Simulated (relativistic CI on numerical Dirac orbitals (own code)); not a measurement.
## Ne III: what numerical and physical settings do to a radial Dirac CI calculation

Reference input:

```
atom Ne  Z=10  charge=2  electrons=8
nucleus A=20  rms_radius_fm=3.0055
hamiltonian dirac-coulomb  breit=on  qed=on  c_scale=1
orbitals kli  potential=per-configuration
slater_scale 1
correlation none
mixing on
grid step=0.0125 r_max=34.3
scf mixing=0.4 start=green max_iterations=150 tolerance=2e-08 node_fill=0.05
configurations
  [He] 2s2 2p4
  [He] 2s 2p5
  [He] 2p6
  [He] 2s2 2p3 3s
  [He] 2s2 2p3 3p
end
```

Computed lowest total energy -126.49180 Ha, first excitation 633.9 cm⁻¹, 51 SCF steps. Runs with settings changed; * marks those that are bad on purpose:

```tsv
Changed	Outcome	Lowest level	ΔE (Ha)	First excitation (cm⁻¹)	SCF steps	Message
iteration limit 20, Slater scale 0.6	converged	2s2 2p4 3P_2	0.025	637.6	51	
node fill of the KLI weights 0.5, start potential bare	converged	2s2 2p4 3P_2	0.00177	642.9	67	
SCF mixing 0.7	converged	2s2 2p4 3P_2	-1.04e-12	633.9	44	
end of the grid at 51.45 bohr, start potential thomas-fermi, Slater scale 1.2	converged	2s2 2p4 3P_2	-0.0125	633.0	51	
end of the grid at 2.74 bohr *	not converged				10	orbital 2s not found
SCF tolerance 0.3 *	converged	2s2 2p4 3P_2	0.0018	640.8	15
```

With so few configurations and no correlation, terms lie too far apart (by 10 to 50 % near neutrality), their order can be wrong, and levels of other configurations are missing.
